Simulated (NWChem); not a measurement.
C₄H₇N; SMILES CC#CCN

```xyz
12

C      0.2331    -2.6294     0.0003
C     -0.0810    -1.2021    -0.0018
C     -0.3481    -0.0211     0.0006
C     -0.6129     1.4284     0.0001
N      0.5762     2.2977     0.0001
H      1.2299    -2.8168     0.4188
H     -0.4887    -3.1947     0.6025
H      0.2165    -3.0471    -1.0142
H     -1.2185     1.6924    -0.8765
H     -1.2190     1.6945     0.8759
H      1.1488     2.0686    -0.8119
H      1.1507     2.0642     0.8095
```
Atoms are numbered in this order, from 1.

Program: NWChem. Medium grid unless said otherwise, to which SCAN and Minnesota functionals are sensitive. Structure relaxed at the B3LYP/6-31G* (spherical d) level.

Problem. Order these by “orbital gap (eV)”, lowest first: B3LYP/def2-TZVP; r2SCAN/def2-TZVP; Hartree-Fock/def2-TZVP.

Solution. r2SCAN/def2-TZVP (6.23), B3LYP/def2-TZVP (7.26), Hartree-Fock/def2-TZVP (13.49)
